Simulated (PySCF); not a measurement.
**MK for M along the third period**

CCSD(T) with triple-zeta basis sets in PySCF, for the lowest determinant that a PBE0 search found; no spin–orbit coupling. De refers to high-spin ground-configuration atoms.

```tsv
M	basis	reference, frozen orbitals	state (unpaired electrons)	Re (Å)	ωe (cm⁻¹)	De (eV)
Na	pcseg-2	RHF, 6	singlet (closed shell)	3.513	119	0.62
Si	def2-TZVPP	UHF, 10	quartet (σ ↑, π ↑↑)	3.074	209	1.51
P	def2-TZVPP	UHF, 10	triplet (π ↑↑)	3.056	213	1.03
S	x2c-TZVPPall	UHF, 10	doublet (π ↑)	2.853	256	2.38
Cl	def2-TZVPP	RHF, 10	singlet (closed shell)	2.713	277	4.08
```

The shortest bond is that of KCl (2.713 Å), the longest that of KNa (3.513 Å). KCl is bound most strongly (4.08 eV) and KNa least (0.62 eV).

The rows differ in basis set, which adds steps of its own.

The state changes along the series, so neighbouring rows are not always alike in their bonding.

Correlated steps freeze the inner cores (6 to 10 orbitals); shallow outer-core shells are correlated. Where the molecule has an RHF reference, its open-shell atoms are computed with UHF. States were picked by a PBE0 search and need not be the measured ground states.
